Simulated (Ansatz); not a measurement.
Cost and result for the atomization energy of C₄H₁₂AuOP (`C[O][Au-][P+](C)(C)C`) (19 atoms, 18 bonds).

Cartesian coordinates in Å:
```
C 2.2513 -1.2128 3.2963
O 1.1406 -1.7176 2.6266
Au 0.3809 -0.7840 1.0605
P -0.5478 0.1824 -0.7027
C 0.5903 0.5181 -2.0777
C -1.8858 -0.7679 -1.4808
C -1.3079 1.8006 -0.3818
H 3.1497 -1.1409 2.6621
H 2.0835 -0.2146 3.7321
H 2.5006 -1.8868 4.1282
H 1.0322 -0.4198 -2.4170
H 0.0720 0.9987 -2.9110
H 1.3959 1.1662 -1.7299
H -2.2976 -0.2365 -2.3421
H -1.5008 -1.7367 -1.8024
H -2.6770 -0.9427 -0.7504
H -0.5522 2.4831 0.0095
H -2.0875 1.6894 0.3731
H -1.7405 2.2217 -1.2926
```

The species carries charge 0 and has multiplicity 1. Correlated methods include outer-core shells of Au, which these sets cover unevenly. Au: def2 effective core potential. All single points use the PBE0-D4/def2-TZVP geometry. It is one conformer, not always the lowest. Program: Ansatz. All runs use 4 threads of an AMD EPYC 7R13 on a shared host and a share of an NVIDIA H100 80 GB. Times are those of one run each, without the atoms' runs, and a repeat can differ threefold. Electronic energies, without spin–orbit coupling; frozen cores. CCSD(T)/CBS adds CCSD(T) − MP2 in def2-TZVPP to the MP2 limit, and its time is that of the two runs behind it. T1 = 0.015. With those shells the extrapolation isn't a true limit. B3LYP takes the VWN-RPA correlation (the form of Gaussian; ORCA's B3LYP/G).

CCSD(T)/CBS is a level of theory with its own doubt, some kJ/mol a heavy atom from the limit and from the frozen cores, so smaller differences don't rank the functionals.

```csv
level,functions,wall time
r2SCAN-D4/def2-TZVPP (with forces),421,5 s
LDA (SPW92)/def2-TZVPP,421,6 s
r2SCANh-D4/def2-TZVPP,421,7.5 s
PBE-D4/def2-TZVPP (with forces),421,8 s
B97M-V/def2-TZVPP,421,8 s
PBE0-D4/def2-TZVPP,421,8.5 s
MP2/def2-QZVPP,803,9.5 s
B3LYP-D4/def2-TZVPP (with forces),421,10 s
B2PLYP/def2-TZVPP,421,11 s
CCSD(T)/def2-SVP,180,13 s
ωB97M-V/def2-TZVPP (with forces),421,15 s
CCSD(T)/def2-TZVPP,421,34 s
CCSD(T)/CBS(def2),–,43 s
```

Q: What atomization energy does each give, and how far from CCSD(T)/CBS? (An estimate is asked.)

A: Computed: 
| level | atomization (kJ/mol) | difference from CCSD(T)/CBS | per bond |
| --- | --- | --- | --- |
| r2SCAN-D4/def2-TZVPP (with forces) | 6939.7 | 14.6 | 0.8 |
| LDA (SPW92)/def2-TZVPP | 7901.4 | 976.3 | 54.2 |
| r2SCANh-D4/def2-TZVPP | 6898.4 | -26.7 | -1.5 |
| PBE-D4/def2-TZVPP (with forces) | 7030.6 | 105.5 | 5.9 |
| B97M-V/def2-TZVPP | 6905.1 | -20.0 | -1.1 |
| PBE0-D4/def2-TZVPP | 6915.1 | -10.0 | -0.6 |
| MP2/def2-QZVPP | 6945.1 | 20.0 | 1.1 |
| B3LYP-D4/def2-TZVPP (with forces) | 6898.2 | -26.9 | -1.5 |
| B2PLYP/def2-TZVPP | 6823.3 | -101.8 | -5.7 |
| CCSD(T)/def2-SVP | 6507.8 | -417.3 | -23.2 |
| ωB97M-V/def2-TZVPP (with forces) | 6910.4 | -14.7 | -0.8 |
| CCSD(T)/def2-TZVPP | 6743.9 | -181.2 | -10.1 |
| CCSD(T)/CBS(def2) | 6925.1 | 0.0 | 0.0 |

At CCSD(T), def2-SVP lies −417.3 kJ/mol from the extrapolated value and def2-TZVPP −181.2 kJ/mol: correlation converges slowly with the basis, and small sets miss more of it in the bonded molecule than in its fragments. From r2SCAN to r2SCAN0 (25 % exact exchange), in def2-TZVPP and without D4, the atomization energy moves by −101.9 kJ/mol: exact exchange takes away binding that semilocal exchange gives to molecules. In def2-TZVPP, CCSD(T) changes the Hartree–Fock value by +1751.3 kJ/mol (the triples alone add +106.1 kJ/mol) and MP2 by +1844.8 kJ/mol; breaking electron pairs costs correlation energy, which Hartree–Fock lacks.
